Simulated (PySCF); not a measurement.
Se(Cl)2 anion (Cl₂Se), SMILES Cl[Se]Cl (connectivity only; charge and spin as stated), charge -1, multiplicity 2.

Coordinates come from a PBE-D3(BJ)/def2-SVPD optimisation. The spin state was assumed, not searched. The isomer is the one that the SMILES or the coordinates give; other isomers of the formula were not compared.

The numbers are results of PBE-D3(BJ)/def2-SVPD in PySCF, not measurements.

Frequencies are harmonic and unscaled.

**Question.** List the normal modes with their intensities. (An estimate is asked for; the answer gives what the named calculation found.)

**Answer.** 
```csv
mode,ν (cm⁻¹),IR (km/mol),moving atoms (share of kinetic energy)
1,10,3.2,"Cl 53 %, Se 47 %"
2,227,247.7,"Cl 53 %, Se 47 %"
3,240,0.0,Cl 100 %
```
